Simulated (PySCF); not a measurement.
# CuF⁺: input and log

State: ²Π (doublet), unpaired electrons π ↑, a second solution, started from another occupation.

An equivalent input (the run itself took its basis sets from the Basis Set Exchange, started from a PBE0 density and held the occupation σ 6α 6β, πx 3α 3β, πy 3α 2β, δx 1α 1β, δy 1α 1β):

```python
from pyscf import gto, dft
mol = gto.M(atom='Cu 0 0 0; F 0 0 1.697', basis={'Cu': 'cc-pVDZ-PP', 'F': 'cc-pVDZ'}, ecp={'Cu': 'cc-pVDZ-PP'},
            charge=1, spin=1, verbose=4, symmetry='C2v')
mf = dft.UKS(mol, xc='PBE0')
mf.grids.atom_grid = (80, 434)
mf.grids.prune = dft.gen_grid.treutler_prune
mf.irrep_nelec = {'A1': (7, 7), 'A2': (1, 1), 'B1': (3, 3), 'B2': (3, 2)}
mf.conv_tol = 1e-9
mf.max_cycle = 60
mf.diis_space = 10
mf.kernel()
```

The log (some set-up lines and the per-cycle HOMO/LUMO lines removed):

```
******** <class 'pyscf.dft.uks_symm.SymAdaptedUKS'> ********
method = SymAdaptedUKS
damping factor = 0
level_shift factor = 0
DIIS = <class 'pyscf.scf.diis.CDIIS'>
diis_start_cycle = 1
diis_space = 10
diis_damp = 0
SCF conv_tol = 1e-09
SCF conv_tol_grad = None
SCF max_cycles = 60
number electrons alpha = 14  beta = 13
Set gradient conv threshold to 3.16228e-05
init E= -296.627354488725
cycle= 1 E= -296.621340431181  delta_E= 0.00601  |g|= 0.0073  |ddm|= 0.049
cycle= 2 E= -296.621242896095  delta_E= 9.75e-05  |g|= 0.0227  |ddm|= 0.0205
cycle= 3 E= -296.621351017206  delta_E= -0.000108  |g|= 0.0037  |ddm|= 0.0188
cycle= 4 E= -296.621354110889  delta_E= -3.09e-06  |g|= 0.00174  |ddm|= 0.00283
cycle= 5 E= -296.621354276427  delta_E= -1.66e-07  |g|= 0.00169  |ddm|= 0.00176
cycle= 6 E= -296.621355211564  delta_E= -9.35e-07  |g|= 0.000127  |ddm|= 0.00255
cycle= 7 E= -296.621355224745  delta_E= -1.32e-08  |g|= 4.79e-05  |ddm|= 0.000442
cycle= 8 E= -296.621355225662  delta_E= -9.17e-10  |g|= 7.7e-06  |ddm|= 8.26e-05
Extra cycle  E= -296.621355225591  delta_E= 7.11e-11  |g|= 2.19e-05  |ddm|= 2.39e-05
converged SCF energy = -296.621355225591  <S^2> = 0.75584831  2S+1 = 2.0058398
```

Repeating this along the bond gives Re = 1.723 Å and ωe = 638 cm⁻¹.

A point of this curve took 1.2 CPU seconds beside 0.27 for the integrals, on Arm Neoverse N1 (shared host).
